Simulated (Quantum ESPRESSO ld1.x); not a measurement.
The zinc ion Zn19+, 11 electrons, occupied as [Ne] 3s1.

Method: scalar-relativistic Kohn-Sham, LDA (Slater exchange, Perdew-Wang correlation), spin-polarised, spherical densities, point nucleus; open shells are filled with parallel spins first; computed with ld1.x of Quantum ESPRESSO 7.5.

Energy parts (eV):
total: -43346.70
kinetic: 44114.15
electron-nucleus: -94459.03
Hartree: 8258.45
exchange-correlation: -1260.27

Orbitals (lengths in bohr, moments of r in powers of bohr; r(max) is where P^2 peaks):
orbital  occ.  eigenvalue (eV)  r(max)  <1/r>      <r>       <r^4>
1s up       1         -10277.6   0.033  30.19  0.05036  0.00002989
1s down     1         -10276.3   0.033  30.19  0.05036  0.00002989
2s up       1         -1887.94   0.188  6.680   0.2230    0.005830
2s down     1         -1886.43   0.188  6.684   0.2228    0.005798
2p up       3         -1742.38   0.151  6.554   0.1946    0.004206
2p down     3         -1741.02   0.151  6.557   0.1944    0.004180
3s up       1         -721.747   0.522  2.630   0.5564      0.1800
3s down     0         -712.092   0.522  2.634   0.5564      0.1810

The highest occupied level is 3s up at -721.75 eV. The density falls to 0.001 e/bohr^3 at r = 1.24 bohr. For comparison, the ionisation energy in NIST's Atomic Spectra Database is 737.37 eV (semi-empirical). In exact Kohn-Sham theory the highest level is minus the ionisation energy, but local and semilocal functionals leave it too shallow, through self-interaction and a potential that decays too fast; potentials with the right tail come closer.
